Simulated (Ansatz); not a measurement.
Job for Ansatz (a first-principles code): R-CCSD(T)/def2-TZVPP on H2O (SMILES O).

Ansatz 0.2 input:
```yaml
crystal:
  periodic: [false, false, false]
  atoms:
    - {symbol: O, position_ang: [-0.00000000, 0.00000000, 0.38961139]}
    - {symbol: H, position_ang: [0.00000000, 0.76498632, -0.19485569]}
    - {symbol: H, position_ang: [0.00000000, -0.76498632, -0.19485569]}
basis:
  gaussian:
    orbitals: def2-TZVPP
magnetization: {spin_polarized: false}
correlation: {method: ccsd_t, electrons: outside_noble_gas}
scf: {lower_state_search: off}
```

Output:

```
WARN ansatz: RAYON_NUM_THREADS=4 ignored (pool sized by the plan → 4); use --threads N
Functional definition: HF
these checks for a lower state are left out or cut short: stability, starts, cluster_reference, orbital_swaps, neighbouring_geometries, increment
integrals: 0.02 GiB planned
361 factors; integrals over basis functions are off by at most 7.6e-4 eV
mean field: 0.06 GiB planned
mean field evaluation 1: about -2067.9828 eV, gradient 3.3e1 eV
mean field evaluation 2: about -2067.9824 eV, gradient 3.3e1 eV
mean field evaluation 4: about -2069.7479 eV, gradient 1.4e0 eV
mean field evaluation 8: about -2069.7552 eV, gradient 2.8e-5 eV
mean field -2069.75518834 eV, -76.0621002409 hartree, gradient 3.7e-6 eV, S^2 0.000000; 0 other end points of the search recorded, 0 dependent functions left out
1 core orbitals not correlated
reference -2069.75518834 eV, -76.0621002409 hartree; 4, 4 occupied and 54, 54 virtual orbitals, 361 factors
second order -7.11138023 eV of doubles, -0.00000000 eV of singles
coupled cluster: 0.11 GiB planned
cycle   1  -7.11577653 eV  change   -4.4e-3 eV  update   4.1e-2
cycle   2  -7.24800925 eV  change   -1.3e-1 eV  update   1.1e-2
cycle   3  -7.27221809 eV  change   -2.4e-2 eV  update   4.3e-3
cycle   4  -7.27083843 eV  change    1.4e-3 eV  update   8.1e-4
cycle   5  -7.27123469 eV  change   -4.0e-4 eV  update   2.9e-4
cycle   6  -7.27130620 eV  change   -7.2e-5 eV  update   7.9e-5
cycle   7  -7.27130272 eV  change    3.5e-6 eV  update   2.7e-5
cycle   8  -7.27129933 eV  change    3.4e-6 eV  update   7.4e-6
perturbative correction -0.20809069 eV, -0.0076471917 hartree
Total energy: -2077.23457835 eV, -76.3369627544 hartree
Checks for a lower state left out: stability, starts, cluster_reference, orbital_swaps, neighbouring_geometries, increment
```

The calculation finished and met its thresholds.

Cost: about 1.1 core-seconds (a rough figure).
